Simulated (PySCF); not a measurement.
**Adding and removing an electron: SiHg**

ROHF-SCS-MP2; basis Si def2-SVPD, Hg def2-SVPD with ECP60; scalar-relativistic core potentials; PySCF 2.14. Neutral (ROHF): triplet (π ↑↑), Re = 2.683 Å, ωe = 146 cm⁻¹, De = 0.32 eV.

SiHg⁺ (UHF): doublet (π ↑), Re = 2.628 Å, ωe = 228 cm⁻¹, De = 1.02 eV to Si⁺ + Hg. The energies at the minima are -441.70634 hartree for SiHg and -441.44278 for SiHg⁺.

(1) Work out the adiabatic ionisation energy, without and with harmonic zero-point energies (1 hartree = 27.2114 eV, 1 eV = 8065.5 cm⁻¹), and the change of the bond length.

SiHg⁻ (UHF): quartet (σ ↑, π ↑↑), Re = 2.978 Å, ωe = 102 cm⁻¹. The energies at the minima are -441.70634 hartree for SiHg and -441.73792 for SiHg⁻.

(2) Work out the adiabatic electron affinity, without and with harmonic zero-point energies (1 hartree = 27.2114 eV, 1 eV = 8065.5 cm⁻¹), and the change of the bond length.

Correlated steps freeze 5 core orbitals. UHF and ROHF references stand side by side, which adds small steps between rows. Weak bonds: SiHg. Basis-set superposition, not corrected here, can be much of De in a small basis, most of all at correlated wavefunction levels. Spin–orbit coupling is left out, which matters for elements this heavy, above all for dissociation energies. For an ion De counts to the pair picked by the measured ionisation energies or electron affinities, which need not be the lowest pair at this level. States were picked by a PBE0 search and need not be the measured ground states.

Neutral and ion stand on different kinds of reference determinant, which adds to the error of the difference.

## Answers

(1) At SCS-MP2: 0.26356 hartree = 7.172 eV between the minima; the zero-point term (228.0 − 146.0)/2 cm⁻¹ = +0.005 eV makes it 7.177 eV. Re changes by -5.5 pm against the neutral. The electron leaves a π orbital, and the shorter bond of the ion fits an antibonding orbital, or a change in how ionic the bond is.

(2) At SCS-MP2: 0.03158 hartree = 0.859 eV between the minima; the zero-point term (146.0 − 102.0)/2 cm⁻¹ = +0.003 eV makes it 0.862 eV. Re changes by +29.5 pm against the neutral. The electron enters a σ orbital, and the longer bond of the ion fits an antibonding orbital, or a change in how ionic the bond is.
